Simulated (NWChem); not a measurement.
System meant: GeH$_{3}$TeF; SMILES F[Te][GeH3]

NWChem input:

```
start job
memory heap 200 mb stack 900 mb global 1100 mb
geometry units angstroms noautoz
  Te    -0.164224     0.868979    -0.469423
  F      1.389249     1.261227     0.654477
  Ge     0.091959    -1.655547    -0.095663
  H     -0.042523    -1.970014     1.401118
  H     -1.052996    -2.302856    -0.895652
  H      1.456702    -2.118792    -0.625018
end
basis spherical
  Te library def2-svp
  F library def2-svp
  Ge library def2-svp
  H library def2-svp
end
dft
  xc pbe0
  iterations 150
  mulliken
end
task dft energy
```

End of the output:

```
             Grid Information
             ----------------
          Grid used for XC integration:  medium
          Radial quadrature: Mura-Knowles
          Angular quadrature: Lebedev.
          Tag              B.-S. Rad. Rad. Pts. Rad. Cut. Ang. Pts.
          ---              ---------- --------- --------- ---------
          Te                  1.40      123          10.0       590
          F                   0.50       49          11.0       434
          Ge                  1.25      112          10.0       590
          H                   0.35       45          10.0       434
          Grid pruning is: on
          Number of quadrature shells:   374
          Spatial weights used:  Erf1

          Convergence Information
          -----------------------
          Convergence aids based upon iterative change in
          total energy or number of iterations.
          Levelshifting, if invoked, occurs when the
          HOMO/LUMO gap drops below (HL_TOL):  1.00D-02
          DIIS, if invoked, will attempt to extrapolate
          using up to (NFOCK): 10 stored Fock matrices.

                    Damping( 0%)  Levelshifting(0.5)       DIIS
                  --------------- ------------------- ---------------
          dE  on:    start            ASAP                start
          dE off:    2 iters        150 iters           150 iters

      Screening Tolerance Information
      -------------------------------
          Density screening/tol_rho:  1.00D-10
          AO Gaussian exp screening on grid/accAOfunc:  14
          CD Gaussian exp screening on grid/accCDfunc:  20
          XC Gaussian exp screening on grid/accXCfunc:  20
          Schwarz screening/accCoul:  1.00D-08

      Superposition of Atomic Density Guess
      -------------------------------------

      charge =      52.0 Te (Tellurium)

      symmetry species            s     p     d     f
      number of basis functions =10     7     6
      number of cont. functions = 4     4     2
      number of closed shells   = 5     3     2
      number of open shells     = 0     1     0
      open shell occupation     = 0     4     0
 ------------------------------------------------------------------------
 atomscf:atomd: error in atom scf                   0
 ------------------------------------------------------------------------
 ------------------------------------------------------------------------
  current input line :
    22: task dft energy
 ------------------------------------------------------------------------
 ------------------------------------------------------------------------
 This error has not yet been assigned to a category
 ------------------------------------------------------------------------
 For more information see the NWChem manual at https://nwchemgit.github.io

0:atomscf:atomd: error in atom scf:Received an Error in Communication
```

Q: What is wrong, and how is it mended?

A: The program stopped with an error. Cause: the def2 basis of a heavy element holds valence functions alone and wants its effective core potential (without it all electrons must fit into that basis). This input runs:
```
start job
memory heap 200 mb stack 900 mb global 1100 mb
geometry units angstroms noautoz
  Te    -0.164224     0.868979    -0.469423
  F      1.389249     1.261227     0.654477
  Ge     0.091959    -1.655547    -0.095663
  H     -0.042523    -1.970014     1.401118
  H     -1.052996    -2.302856    -0.895652
  H      1.456702    -2.118792    -0.625018
end
basis spherical
  * library def2-svp
end
ecp
  Te library def2-ecp
end
dft
  xc pbe0
  iterations 150
  mulliken
end
task dft energy
```
It converges to -2445.96809 Ha (PBE0/def2-SVP with def2 effective core potentials on Te).
